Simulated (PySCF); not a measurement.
Shifts of the heteroatoms

Structure with atom numbers: `[BH3-:1][C:2]#[N+:3][CH3:4]`. Each H is labelled by its parent atom.

In vacuum, a single conformation, rapidly exchanging positions averaged, non-relativistic Hamiltonian. GIAO PBE0/pcSseg-2 shieldings; PBE0-D3(BJ)/def2-TZVP geometry; PySCF 2.14.0 with density-fitted response routines.

Q: What are the ¹¹B shifts?

A: 
```tsv
atoms	environment	σ (ppm)	δ (ppm)
B1	boron bonded to C, 3 H	156.7	-53.6
```

Shieldings were converted by a linear fit to measured shifts: ¹¹B (scatter 2.2 ppm rms, 9.5 ppm with the 3 outliers that the fit left out vs BF3·OEt2, solution or neat liquid). A few per cent of atoms miss by over 2 rms, more outside the fitted compound classes.

On a 400 MHz spectrometer ¹¹B resonates near 128.3 MHz, so 1 ppm is 128.3 Hz.

Q: What are the ¹⁵N shifts?

A: 
| atoms | environment | σ (ppm) | δ (ppm) |
| --- | --- | --- | --- |
| N3 | nitrogen bonded to 2 C | 106.6 | -249.1 |

Shieldings were converted by a linear fit to measured shifts: ¹⁵N: δ = -153.52 − 0.896σ (rms 6.7 ppm, 44 shifts vs CH3NO2, solution or neat liquid). A few per cent of atoms miss by over 2 rms, more outside the fitted compound classes.

On a 500 MHz spectrometer ¹⁵N resonates near 50.7 MHz, so 1 ppm is 50.7 Hz.
